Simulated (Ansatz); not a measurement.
Abstraction of Cl: C2H5ClGe + BCl2 → C2H5Ge + BCl3

Gas-phase species: C2H5ClGe `C=[CH][GeH2][Cl]`, singlet; BCl2 `Cl[B]Cl`, doublet; C2H5Ge `C=[CH][GeH2]`, doublet; BCl3 (boron trichloride) `ClB(Cl)Cl`, singlet. A radical takes Cl: the energy is the difference in strength between the Ge–Cl bond broken and the B–Cl bond made.

Shapes, held fixed at every level: PBE0-D4/def2-TZVP. Flexible molecules stand in one conformer, not always the lowest. Programs: Ansatz 0.2.0. The zero-point and thermal change to 298 K, harmonic and unscaled (PBE0-D4/def2-TZVP), is -1.4 kJ/mol.

| level | kind | ΔH(298 K) (kJ/mol) |
| --- | --- | --- |
| PBE-D4/def2-TZVPP | GGA | -90.8 |
| r2SCAN-D4/def2-TZVPP | meta-GGA | -82.6 |
| B3LYP-D4/def2-TZVPP | global hybrid | -85.8 |
| r2SCAN0-D4/def2-TZVPP | global hybrid | -81.0 |
| wB97M-V/def2-TZVPP | range-separated hybrid | -94.4 |
| wB97X-V/def2-TZVPP | range-separated hybrid | -81.8 |
| B2PLYP/def2-TZVPP | double hybrid | -83.5 |

B2PLYP/def2-TZVPP gives ΔH(298 K) = -83.5 kJ/mol; the levels span -94.4 to -81.0. The median of the levels is -83.5. No measured value is set beside it here. Spin contamination: C2H5Ge (⟨S²⟩ up to 0.88). Open shells run unrestricted. Relativity is left out for Ge. Outer-core shells of Ge are correlated, in sets that cover them unevenly.
